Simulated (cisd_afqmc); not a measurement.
Input (AFQMC/CISD/def2-SVP; cisd_afqmc is a phaseless AFQMC code with CISD trial states that reads the integrals written by Ansatz):

Ansatz 0.2 input:
```python
import cisd_afqmc

open("ham.yaml", "w").write("""\
crystal:
  periodic: [false, false, false]
  atoms:
    - {symbol: Pb, position_ang: [-0.00119146, 0.00638157, 0.63746618]}
    - {symbol: Cl, position_ang: [0.89090641, 1.01631851, -1.54608692]}
    - {symbol: Cl, position_ang: [-0.88515935, -1.04710020, -1.52874995]}
basis:
  gaussian:
    orbitals: def2-SVP
total_charge: 1
magnetization: {spin_polarized: true, initial_magnetization: 1}
correlation: {method: ccsd, electrons: outside_noble_gas, hamiltonian_folder: ham}
""")
rep = cisd_afqmc.ansatz("ham.yaml")
e_ccsd = rep["correlation"]["coupled_cluster"]["energy"]["hartree"]
out = cisd_afqmc.run("ham", e_ccsd, trial="CISD", walkers=200, populations=8, threads=8, dt=0.005, steps=40, early=36, settle=10, least=32,
    cut=5e-5, rank_cut=2e-4, target=0.0004, seconds=1500, seed=1, memory=17280, gpu=False)
```

Output:

```
WARN ansatz::render: these amplitudes may be one of several solutions (largest doubles amplitude 0.06, level shift 0.93 eV)
orbitals 43, occupied [9, 8], factors 238 of 667, rank of the doubles 250 of 586
E(HF) = -1110.313930
E(CCSD) on the cut factors = -1110.651923, shift to the whole factors 0.000001
Energy of the trial state on the determinant = -1110.651933
  tau behind 10.8 of longer steps, mean of the populations' last blocks
   2.0  -1110.66363
   4.0  -1110.66286
   6.0  -1110.66305
   8.0  -1110.66277
blocks 362 (1 outliers left out), error by blocks joined: 1: 0.00018, 2: 0.00022, 4: 0.00025, 8: 0.00027, 16: 0.00034
E(AFQMC/CISD) = -1110.66273 +/- 0.00034
```

The error still grows at the longest joins of blocks, or few joins were possible, so the printed bar may be too narrow.

The run carries these doubts: other roots.
